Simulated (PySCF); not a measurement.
O₃W (SMILES [O]=[W](=[O])=[O]), singlet, at a GFN2-xTB geometry (such geometries of metal compounds can be far from the true shape) (core potentials on W); B3LYP/def2-SVP (PySCF).

The PySCF input:
```python
from pyscf import gto, scf, dft

mol = gto.Mole()
mol.atom = '''
    W     0.00000000   -0.00000000    0.00000000
    O     1.55326011   -0.32437699   -0.69267094
    O    -0.50238238   -0.83765245    1.42953865
    O    -1.05087773    1.16202943   -0.73686771
'''
mol.basis = 'def2-svp'
mol.ecp = {'W': 'def2-svp'}
mol.verbose = 4
mol.build()

mf = dft.RKS(mol)
mf.xc = 'b3lyp'
mf.kernel()
```

What does PySCF print? Leave out banner, timings and long lists.


```
PySCF version 2.14.0

[INPUT] verbose = 4
[INPUT] num. atoms = 4
[INPUT] num. electrons = 38
[INPUT] charge = 0
[INPUT] spin (= nelec alpha-beta = 2S) = 0
[INPUT] symmetry False subgroup None
[INPUT] Mole.unit = angstrom
[INPUT] Symbol           X                Y                Z      unit          X                Y                Z       unit  Magmom
[INPUT]  1 W      0.000000000000   0.000000000000   0.000000000000 AA    0.000000000000   0.000000000000   0.000000000000 Bohr   0.0
[INPUT]  2 O      1.553260110000  -0.324376990000  -0.692670940000 AA    2.935236208112  -0.612983672211  -1.308958371045 Bohr   0.0
[INPUT]  3 O     -0.502382380000  -0.837652450000   1.429538650000 AA   -0.949365108007  -1.582933718071   2.701436532980 Bohr   0.0
[INPUT]  4 O     -1.050877730000   1.162029430000  -0.736867710000 AA   -1.985871100105   2.195917371384  -1.392478161935 Bohr   0.0

nuclear repulsion = 136.576213321547
number of shells = 30
number of NR pGTOs = 129
number of NR cGTOs = 74
basis = def2-svp
ecp = {'W': 'def2-svp'}

******** <class 'pyscf.dft.rks.RKS'> ********
method = RKS
initial guess = minao
damping factor = 0
level_shift factor = 0
DIIS = <class 'pyscf.scf.diis.CDIIS'>
diis_start_cycle = 1
diis_space = 8
diis_damp = 0
SCF conv_tol = 1e-09
SCF conv_tol_grad = None
SCF max_cycles = 50
direct_scf = True
direct_scf_tol = 1e-13
XC library pyscf.dft.libxc version 7.1.2
    S. Lehtola, C. Steigemann, M. J. T. Oliveira, and M. A. L. Marques,  SoftwareX 7, 1–5 (2018)
XC functionals = b3lyp
    P. J. Stephens, F. J. Devlin, C. F. Chabalowski, and M. J. Frisch,  J. Phys. Chem. 98, 11623 (1994)
radial grids:
    Treutler-Ahlrichs [JCP 102, 346 (1995); DOI:10.1063/1.469408] (M4) radial grids

becke partition: Becke, JCP 88, 2547 (1988); DOI:10.1063/1.454033
pruning grids: <function nwchem_prune>
grids dens level: 3
symmetrized grids: False
atomic radii adjust function: <function treutler_atomic_radii_adjust>
small_rho_cutoff = 0
Set gradient conv threshold to 3.16228e-05
Initial guess from minao.
tot grids = 66560
init E= -280.246510839806
  HOMO = -0.625878279366795  LUMO = -0.381608786387364  gap/eV = 6.64691
cycle= 1 E= -291.82840350994  delta_E= -11.6  |g|= 1.97  |ddm|= 7.24
  HOMO = -0.1285083786655  LUMO = -0.116019833563318  gap/eV = 0.33983
cycle= 2 E= -284.062995307685  delta_E= 7.77  |g|= 5.69  |ddm|=    7
  HOMO = -0.297185714163015  LUMO = -0.183727563149656  gap/eV = 3.08735
cycle= 3 E= -292.57507431752  delta_E= -8.51  |g|= 0.476  |ddm|= 6.41
  HOMO = -0.361420799902827  LUMO = -0.271451238121358  gap/eV = 2.44820
cycle= 4 E= -292.628807693053  delta_E= -0.0537  |g|= 0.192  |ddm|= 0.703
  HOMO = -0.327012708147072  LUMO = -0.233951158398323  gap/eV = 2.53233
cycle= 5 E= -292.637536457299  delta_E= -0.00873  |g|= 0.0191  |ddm|= 0.219
  HOMO = -0.327832498551528  LUMO = -0.232519574157447  gap/eV = 2.59360
cycle= 6 E= -292.637591676431  delta_E= -5.52e-05  |g|= 0.0103  |ddm|= 0.0172
  HOMO = -0.328185753770565  LUMO = -0.232229460940019  gap/eV = 2.61110
cycle= 7 E= -292.637609567355  delta_E= -1.79e-05  |g|= 0.00416  |ddm|= 0.00589
  HOMO = -0.328213285831075  LUMO = -0.232160228132436  gap/eV = 2.61374
cycle= 8 E= -292.637611378043  delta_E= -1.81e-06  |g|= 0.00292  |ddm|= 0.00262
  HOMO = -0.328243273513398  LUMO = -0.232032280713206  gap/eV = 2.61803
cycle= 9 E= -292.637613113787  delta_E= -1.74e-06  |g|= 0.000308  |ddm|= 0.00199
  HOMO = -0.328251324831281  LUMO = -0.232013820305994  gap/eV = 2.61876
cycle= 10 E= -292.637613133448  delta_E= -1.97e-08  |g|= 1.37e-05  |ddm|= 0.000215
  HOMO = -0.328251393790285  LUMO = -0.232015006693963  gap/eV = 2.61873
cycle= 11 E= -292.63761313349  delta_E= -4.16e-11  |g|= 7.64e-07  |ddm|= 1.31e-05
  HOMO = -0.328251358609747  LUMO = -0.232015133582042  gap/eV = 2.61872
Extra cycle  E= -292.637613133487  delta_E= 2.39e-12  |g|= 2.51e-06  |ddm|= 2.18e-06
converged SCF energy = -292.637613133487
```
